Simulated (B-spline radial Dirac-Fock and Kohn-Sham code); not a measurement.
These are calculated numbers from a radial finite-basis atomic code; the model is multi-electron Dirac-Fock with separately optimised hole states, Breit and Lamb-shift corrections added in first order. Free neutral atoms.

Task: Order these X-ray lines by photon energy, lowest first.
A. Ne Kα2
B. W Mβ
C. Ga Lα1
D. Se Lβ1
E. Cu Lα2
F. Ni Lβ3

Result: A (849.5 eV), E (931.2 eV), F (944.3 eV), C (1100.1 eV), D (1421.4 eV), B (1838.2 eV).
